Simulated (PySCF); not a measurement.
Ga(Me)2(Cl) cation (C2H6ClGa), SMILES [CH3][Ga]([CH3])[Cl] (connectivity only; charge and spin as stated), charge +1, multiplicity 2.

Geometry optimised at PBE-D3(BJ)/def2-SVP. A frequency run showed that this geometry is not a minimum. The multiplicity is an assumed one; no other spin state was optimised. The isomer is the one that the SMILES or the coordinates give; other isomers of the formula were not compared.

Computed with PBE-D3(BJ)/def2-SVP run with PySCF 2.14.0.

Frequencies are harmonic and unscaled.

```json
[
 {"mode": "1", "ν (cm⁻¹)": "31i", "IR (km/mol)": "0.0", "moving atoms (share of kinetic energy)": "H 97 %"},
 {"mode": "2", "ν (cm⁻¹)": "41", "IR (km/mol)": "1.4", "moving atoms (share of kinetic energy)": "Cl 31 %, Ga 31 %, C 27 %, H 11 %"},
 {"mode": "3", "ν (cm⁻¹)": "48", "IR (km/mol)": "0.4", "moving atoms (share of kinetic energy)": "H 97 %"},
 {"mode": "4", "ν (cm⁻¹)": "115", "IR (km/mol)": "1.6", "moving atoms (share of kinetic energy)": "C 61 %, H 25 %, Ga 11 %"},
 {"mode": "5", "ν (cm⁻¹)": "120", "IR (km/mol)": "0.0", "moving atoms (share of kinetic energy)": "Ga 42 %, C 27 %, H 20 %, Cl 11 %"},
 {"mode": "6", "ν (cm⁻¹)": "383", "IR (km/mol)": "28.5", "moving atoms (share of kinetic energy)": "C 74 %, Ga 13 %, H 10 %"},
 {"mode": "7", "ν (cm⁻¹)": "398", "IR (km/mol)": "12.5", "moving atoms (share of kinetic energy)": "Cl 46 %, C 39 %, H 8 %"},
 {"mode": "8", "ν (cm⁻¹)": "470", "IR (km/mol)": "1.1", "moving atoms (share of kinetic energy)": "C 38 %, Ga 32 %, Cl 22 %"},
 {"mode": "9", "ν (cm⁻¹)": "611", "IR (km/mol)": "8.2", "moving atoms (share of kinetic energy)": "H 89 %, C 10 %"},
 {"mode": "10", "ν (cm⁻¹)": "630", "IR (km/mol)": "6.6", "moving atoms (share of kinetic energy)": "H 90 %, C 10 %"},
 {"mode": "11", "ν (cm⁻¹)": "658", "IR (km/mol)": "14.2", "moving atoms (share of kinetic energy)": "H 88 %, C 10 %"},
 {"mode": "12", "ν (cm⁻¹)": "664", "IR (km/mol)": "6.1", "moving atoms (share of kinetic energy)": "H 90 %, C 10 %"},
 {"mode": "13", "ν (cm⁻¹)": "1005", "IR (km/mol)": "123.8", "moving atoms (share of kinetic energy)": "H 89 %, C 10 %"},
 {"mode": "14", "ν (cm⁻¹)": "1098", "IR (km/mol)": "34.3", "moving atoms (share of kinetic energy)": "H 84 %, C 16 %"},
 {"mode": "15", "ν (cm⁻¹)": "1303", "IR (km/mol)": "22.0", "moving atoms (share of kinetic energy)": "H 92 %"},
 {"mode": "16", "ν (cm⁻¹)": "1310", "IR (km/mol)": "15.0", "moving atoms (share of kinetic energy)": "H 93 %"},
 {"mode": "17", "ν (cm⁻¹)": "1337", "IR (km/mol)": "13.1", "moving atoms (share of kinetic energy)": "H 94 %"},
 {"mode": "18", "ν (cm⁻¹)": "1339", "IR (km/mol)": "7.0", "moving atoms (share of kinetic energy)": "H 93 %"},
 {"mode": "19", "ν (cm⁻¹)": "2971", "IR (km/mol)": "64.2", "moving atoms (share of kinetic energy)": "H 99 %"},
 {"mode": "20", "ν (cm⁻¹)": "2976", "IR (km/mol)": "36.1", "moving atoms (share of kinetic energy)": "H 99 %"},
 {"mode": "21", "ν (cm⁻¹)": "3118", "IR (km/mol)": "26.4", "moving atoms (share of kinetic energy)": "H 90 %, C 10 %"},
 {"mode": "22", "ν (cm⁻¹)": "3132", "IR (km/mol)": "13.2", "moving atoms (share of kinetic energy)": "H 90 %, C 10 %"},
 {"mode": "23", "ν (cm⁻¹)": "3143", "IR (km/mol)": "18.0", "moving atoms (share of kinetic energy)": "H 90 %, C 10 %"},
 {"mode": "24", "ν (cm⁻¹)": "3166", "IR (km/mol)": "11.1", "moving atoms (share of kinetic energy)": "H 90 %, C 10 %"}
]
```
